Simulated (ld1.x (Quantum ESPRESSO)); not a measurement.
**Which change was made? (N, TM)**

- Element: nitrogen (N)
- Generator: ld1.x (Quantum ESPRESSO) 7.5
- Type: norm-conserving Troullier–Martins (Kleinman–Bylander form)
- Functional: PBEsol
- Relativity: scalar-relativistic
- Frozen core: [He]
- Valence charge: 5
- Reference configuration: 2s2 2p3
- Partial waves: 2s (bound): rc 0.75 bohr; 2p (bound): rc 2.50 bohr
- Local potential: the p channel
- Core correction: none

Cutoffs, loose and tight: the cutoffs (Ry, on a coarse ladder) from which the occupation-weighted sum of valence levels, in a spherical-Bessel basis at the reference potential, stays within 10 and 1 mRy of its value at 400 Ry. They do not see the model core or the augmentation charge, which bear on the density cutoff. Test errors are all-electron minus pseudo excitation energies from the reference, over the configurations 2s2 2p2; 2s2 2p1; 2s2 2p0; 2s2 2p2.5; 2s2 2p3.3; 2s1 2p3; 2s1 2p0; variants that change the core or the reference have their own tests.

The base gives: outcome: generated; cutoff, loose: 100 Ry; cutoff, tight: 230 Ry; bound ghosts: none; largest test error (meV): +5091.

(1) After one change the result is: outcome: generated; cutoff, loose: 80 Ry; cutoff, tight: 160 Ry; bound ghosts: none; largest test error (meV): +5090. Which change was it?
A. reference 2s1 2p4
B. all radii scaled by about 0.84 (s 0.62, p 2.10 bohr)
C. wave 2s (bound): rc 0.75 bohr becomes 2s (bound): rc 0.76 bohr
D. wave 2p (bound): rc 2.50 bohr becomes 2p (bound): rc 3.78 bohr

## Answers

(1) C. The others give: wave 2p (bound): rc 2.50 bohr becomes 2p (bound): rc 3.78 bohr → outcome: generated; cutoff, loose: 100 Ry; cutoff, tight: 230 Ry; bound ghosts: none; largest test error (meV): +15531 | all radii scaled by about 0.84 (s 0.62, p 2.10 bohr) → outcome: generated; cutoff, loose: 200 Ry; cutoff, tight: over 300 Ry; bound ghosts: none; largest test error (meV): +3140 | reference 2s1 2p4 → outcome: generated; cutoff, loose: 50 Ry; cutoff, tight: 140 Ry; bound ghosts: none; largest test error (meV): +4048.
